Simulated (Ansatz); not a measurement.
System: 2,3-dihydro-1,4-diselenine, C$_{4}$H$_{6}$Se$_{2}$, charge 0, multiplicity 1. 
Geometry from a B3LYP-D3(BJ)/def2-TZVP (Ansatz, a program for electronic structure) optimisation:
```
C
H 1 1.0870
H 1 1.0909 2 108.69
C 1 1.5170 2 111.49 3 122.09
H 4 1.0870 1 111.49 2 173.85
H 4 1.0909 5 108.69 1 -122.09
Se 4 1.9687 5 108.52 6 -112.11
C 7 1.9018 4 99.72 5 -75.82
C 8 1.3295 7 129.52 4 -11.17
H 9 1.0833 8 119.28 7 178.10
H 8 1.0833 9 119.28 10 -1.29
Se 9 1.9018 10 111.20 8 -179.49
```

Dipole moments at this geometry, in debye (magnitudes).

```json
[
 {"level": "SVWN5/def2-TZVPD", "program": "Ansatz", "dipole (D)": "1.12"},
 {"level": "BLYP/def2-TZVPD", "program": "Ansatz", "dipole (D)": "[?]"},
 {"level": "revPBE/def2-TZVPD", "program": "Ansatz", "dipole (D)": "1.10"},
 {"level": "r2SCAN/def2-TZVPD", "program": "Ansatz", "dipole (D)": "1.11"},
 {"level": "BHLYP/def2-TZVPD", "program": "Ansatz", "dipole (D)": "1.01"},
 {"level": "r2SCANh/def2-TZVPD", "program": "Ansatz", "dipole (D)": "1.09"},
 {"level": "HSE06/def2-TZVPD", "program": "Ansatz", "dipole (D)": "1.06"},
 {"level": "LC-wPBE/def2-TZVPD", "program": "Ansatz", "dipole (D)": "0.94"},
 {"level": "wB97M-V/def2-TZVPD", "program": "Ansatz", "dipole (D)": "0.97"},
 {"level": "CCSD(T)/aug-cc-pVDZ", "program": "Ansatz", "dipole (D)": "[?]"}
]
```

Fill in the missing entries.


- BLYP/def2-TZVPD, dipole (D): 1.09
- CCSD(T)/aug-cc-pVDZ, dipole (D): 0.96
